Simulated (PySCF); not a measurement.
H6O4SnZr, SMILES [OH][Zr]([OH])([OH])[O][SnH3], multiplicity 1. Atoms are numbered in the order given.

```xyz
12

O      0.0000     0.0000    -0.3236
Sn     0.0000     0.0000    -2.2970
H      1.6313    -0.1578    -2.7959
H     -0.6790     1.4917    -2.7959
H     -0.9523    -1.3338    -2.7959
Zr     0.0000     0.0000     1.6083
O     -1.8053    -0.2729     2.2362
H     -2.6737    -0.4059     2.6085
O      0.6663     1.6999     2.2362
H      0.9854     2.5184     2.6085
O      1.1390    -1.4270     2.2362
H      1.6883    -2.1126     2.6085
```

Geometry optimised at PBE0-D3(BJ)/def2-SVP. The multiplicity is an assumed one; other spin states were not compared. The def2 effective core potentials stand for the cores of Sn, Zr; spin–orbit coupling is left out. Other conformers were not sampled.

All values below come from r2SCAN/def2-TZVP (PySCF).

Isolated molecule, no solvent.

```yaml
total_energy: -566.22044 hartree
point_group: C3
highest_occupied_level: -6.91 eV
lowest_empty_level: -0.85 eV
orbital_gap: 6.06 eV
dipole_moment: 0.16 D
quadrupole, principal values (traceless, Buckingham form, about the centre of nuclear charge): -1.41, -1.41, 2.83 D·Å
mean_static_polarisability: 93.4 bohr³ (13.85 Å³)
polarisability_principal_values: 85.8, 85.8, 108.6 bohr³
```
